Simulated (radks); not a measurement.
All-electron atom: Mn III in [Ar] 3d5. All-electron calculation, non-relativistic Kohn-Sham, PBEsol, spin-polarised, spherical densities, point nucleus; open shells are filled with parallel spins first; hard spherical wall at 20 bohr. Program: a radial shooting solver on a logarithmic mesh with Libxc functionals. Some entries of the table are withheld. Estimate them.

orbital  occ.  eigenvalue (hartree)  <r> (bohr)  r(max) (bohr)
1s down     1             -234.6072     0.06161        0.04056
1s up       1             -234.6067     0.06161        0.04056
2s up       1             -27.54124      0.2830         0.2355
2s down     1             -27.45736      0.2824         0.2353
2p up       3             -23.70022      0.2487         0.1896
2p down     3             -23.63732      0.2480         0.1894
3s up       1              -3.79610      0.8608            (1)
3s down     1              -3.60208      0.8639            (2)
3p up       3              -2.70196      0.9068         0.7553
3p down     3              -2.51024      0.9125         0.7571
3d up       5              -0.95619       1.124         0.7556
3d down     0              -0.77616       1.181         0.7672
4s up       0              -0.72257       2.569          2.239
4p up       0              -0.51797       3.042          2.635

Answer. 
(1) 3s up r(max) (bohr): 0.7439
(2) 3s down r(max) (bohr): 0.7450
